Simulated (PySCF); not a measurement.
A structure optimised at PBE-D3(BJ)/def2-SVP, used in a PySCF frequency run:

```xyz
9

C      1.0853    -1.7236     0.0000
C      0.0135    -0.9246     0.0000
F     -1.2451    -1.3865     0.0000
C      0.0446     0.5902     0.0000
F     -0.5846     1.0824     1.0893
F     -0.5846     1.0824    -1.0893
F      1.3125     1.0494     0.0000
H      2.0912    -1.2869     0.0000
H      0.9632    -2.8155     0.0000
```

Problem. Write its SMILES, formula and point group.

Solution. C=C(F)C(F)(F)F, C3H2F4, Cs

Problem. What are its rotational constants (standard atomic weights)?

Solution. 3.6407, 2.4374, 1.9743 GHz
